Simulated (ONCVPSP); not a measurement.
Pseudopotential generation for nitrogen: ONCV, LDA (Perdew-Wang 92), scalar-relativistic.

* Element: N (Z = 7)
* Generator: ONCVPSP 4.0.1
* Type: optimised norm-conserving Vanderbilt (ONCV)
* Functional: LDA (Perdew-Wang 92)
* Relativity: scalar-relativistic
* Frozen core: [He]
* Valence charge: 5
* Reference configuration: 2s2 2p1 (charge +2)
* Partial waves: 2s: rc 0.95 bohr, ncon 4, nbas 7, qcut 8 1/bohr, 2 projectors, debl 3.1 Ha; 2p: rc 1.85 bohr, ncon 4, nbas 7, qcut 8.7 1/bohr, 1 projector
* Local potential: polynomial inside 0.85 bohr (lpopt 5, dvloc0 0 Ha)
* Core correction: Teter function, fcfact 2.75, rcfact 1.8

Poles of the logarithmic derivatives, all-electron (AE) and pseudo (PS). s: poles at 4.4 (AE) and 4.4 (PS) Ha. p: poles at -1.1, 3.4 (AE) and -1.1, 4.1 (PS) Ha. Test radii: s 0.96, p 1.88 bohr.

- Cutoffs needed: 30 Ha and 98 Ha (the cutoffs (Ha) at which the residual kinetic energy of the hardest occupied pseudo-wave falls to 1 and 0.1 mHa per electron)
- Ghost test: no bound ghost flagged; no localised positive-energy state flagged
- Largest excitation error: +367 meV (all-electron minus pseudo) for 2s1 2p4, out of 4 test configurations
- rms error of d²Exc/dni dnj: 7.23 mHa without and 1.68 mHa with the model core
